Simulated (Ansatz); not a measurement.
Reaction (atomization): `[SiH3]NBS` → B• + 6 H• + N• + S• + Si•

Isolated molecules relaxed with PBE0-D4/def2-TZVP in Ansatz; ΔE leaves out vibrations. CCSD(T)/CBS is the MP2 limit (def2-TZVPP, def2-QZVPP) plus CCSD(T) − MP2 in def2-TZVPP, frozen cores. This one scheme is used for every species, atoms too. Functionals use def2-TZVPP. B3LYP here is the variant with VWN-RPA as its local correlation; programs differ in this. No spin–orbit coupling; open shells (•) take unrestricted orbitals. Spin–orbit coupling would lower the free atoms: a little for B, S, Si. Each species was taken in one conformer, which may not be the lowest.

```
             level  ΔE (kJ/mol)
         r2SCAN-D4       3386.4
            B97M-V       3405.7
          B3LYP-D4       3393.7
        r2SCAN0-D4       3348.0
          PBE-QIDH       3348.3
           LC-ωPBE       3349.2
SCS-MP2/def2-QZVPP       3388.8
      HF/CBS(def2)       2513.4
```

Q: What does CCSD(T)/CBS give? (Best estimate.)

A: Ansatz gave: +3375.7 kJ/mol. The listed levels differ from it by 10.7, 30.0, 18.0, -27.7, -27.4, -26.5, 13.1, -862.3 kJ/mol.

Q: What do rigid-rotor, harmonic-oscillator terms from PBE0-D4/def2-TZVP frequencies (298.15 K, 1 bar) make of the CCSD(T)/CBS value? (An estimate is asked.)

A: Computed: ΔZPE = -170.8 kJ/mol, ΔH = +3247.0 kJ/mol, ΔS = 998 J/(mol·K), ΔG = +2949.4 kJ/mol. Open shells count their whole term as degenerate.

Largest T1 diagnostic among the species: 0.014.

At CCSD(T), def2-SVP lies −213.9 kJ/mol from the extrapolated value and def2-TZVPP −92.2 kJ/mol: correlation converges slowly with the basis, and small sets miss more of it in the bonded molecule than in its fragments. In def2-TZVPP, CCSD(T) changes the Hartree–Fock value by +776.5 kJ/mol (the triples alone add +42.8 kJ/mol) and MP2 by +802.0 kJ/mol; breaking electron pairs costs correlation energy, which Hartree–Fock lacks.

For atomizations the MP2-based limit and the directly extrapolated one differ by several kJ/mol either way, and by 10 to 25 for some Ge, Se and Sn compounds, so smaller differences from it don't rank the levels.
